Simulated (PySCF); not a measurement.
# WNF₂ + Cl₂ → WNCl₂ + F₂

Level: PBE0 in the def2-TZVP basis family, computed in PySCF with density fitting; scalar-relativistic core potentials for atoms from Rb on, none lighter, no spin–orbit coupling; open shells unrestricted.

| species | state and structure | ZPE (kJ/mol) | H(298 K) − H(0) (kJ/mol) | S° (J/(mol K)) |
| --- | --- | --- | --- | --- |
| WNF₂ | doublet, Cs, W–F 1.864 Å (×2), W–N 1.655 Å; F–W–F 135.2°, F–W–N 107.3° (×2) | 19.0 | 15.0 | 320.4 |
| Cl₂ | singlet, D∞h, Cl–Cl 1.982 Å | 3.5 | 9.1 | 222.5 |
| WNCl₂ | doublet, Cs, W–Cl 2.262 Å (×2), W–N 1.654 Å; Cl–W–Cl 134.3°, Cl–W–N 108.8° (×2) | 14.6 | 16.7 | 346.1 |
| F₂ | singlet, D∞h, F–F 1.376 Å | 6.6 | 8.7 | 201.9 |

Question: Is the gas-phase reaction uphill or downhill in electronic energy at this level, and by how much?

Answer: At PBE0/def2-TZVP, ΔE = 332.7 kJ/mol, uphill. 

Question: Add zero-point, thermal and entropy terms for 298.15 K and 1 bar.

Answer: ΔZPE = -1.3 and Δ[H(298) − H(0)] = 1.3 kJ/mol give ΔH° = 332.7 kJ/mol. ΔS° = 5.1 J/(mol K), so ΔG° = 332.7 − 298.15 × (0.0051) = 331 kJ/mol.

Spin–orbit coupling can matter for WNF₂, WNCl₂ and is left out. Open d or f shells are single determinants, so the state found may not be the ground state. Each species is the lowest minimum found with this bonding; other isomers or fragments can lie lower.
